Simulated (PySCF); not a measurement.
# Electronic structure of H (hydrogen, neutral) at the wB97X-V level

Configuration: 1s1, 2S determinant. All numbers are calculated (PySCF 2.14, scalar relativity by spin-free X2C-1e, in dyall-acv3z).

- Total energy: -0.5008 hartree
- One-electron energy: -0.4996 hartree
- Hartree (Coulomb) energy: 0.3072 hartree
- Exchange-correlation energy: -0.3084 hartree
- ⟨S²⟩: 0.7500
- ⟨L²⟩: 0.000
- Sum of ⟨r⟩: 1.537 bohr
- Sum of ⟨r²⟩: 3.200 bohr²
- Langevin diamagnetic susceptibility: -2.53 ×10⁻⁶ cm³/mol

```
shell  electrons  mean orbital energy (eV)  rms radius, mean of both spins (bohr)
 1s α          1                   -11.683                                   1.79
```

For one electron the Hartree and exchange-correlation energies should cancel; what remains is the self-interaction error.
